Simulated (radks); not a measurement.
Species: Te44+. Configuration: [He] 2s2 2p4 (the NIST ground configuration).

All-electron calculation, Dirac Kohn-Sham, LB94 model potential, spin-unpolarised, spherical densities, finite nucleus; open shells fill j = l - 1/2 first; Fermi nuclear charge, rms radius 4.7423 fm. Program: a radial shooting solver on a logarithmic mesh with Libxc functionals.

Energy parts (Ry):
part                    energy
kinetic             9922.27622
electron-nucleus  -19722.73835
Hartree              734.99827
(The LB94 potential has no energy functional, so no total or exchange-correlation energy is given.)

Orbitals (lengths in bohr, moments of r in powers of bohr; <r^-3> diverges for s and p1/2; r(max) is where P^2 peaks):
| orbital | occ. | eigenvalue (Ry) | <r> | <r^-3> | r(max) |
|---|---|---|---|---|---|
| 1s1/2 | 2 | -2587.772 | 0.02772 | - | 0.01792 |
| 2s1/2 | 2 | -585.5893 | 0.1156 | - | 0.09964 |
| 2p1/2 | 2 | -569.3968 | 0.09692 | - | 0.07594 |
| 2p3/2 | 2 | -547.3412 | 0.1021 | 5331 | 0.08048 |
| 3s1/2 | 0 | -247.8912 | 0.2717 | - | 0.2608 |
| 3p1/2 | 0 | -242.7777 | 0.2554 | - | 0.2431 |
| 3p3/2 | 0 | -236.6356 | 0.2627 | 1522 | 0.2508 |

The highest occupied level is 2p3/2 at -7447.0 eV. The density falls to 0.001 e/bohr^3 at r = 0.43 bohr. The electron density at the nucleus is 2.241e+05 e/bohr^3. For comparison, the ionisation energy in NIST's Atomic Spectra Database is 7485 eV (theoretical). In exact Kohn-Sham theory the highest level is minus the ionisation energy, but local and semilocal functionals leave it too shallow, through self-interaction and a potential that decays too fast; potentials with the right tail come closer.

Beside tabulated values, note that spin-unpolarised runs miss the spin-polarisation part of the exchange energy of open shells.
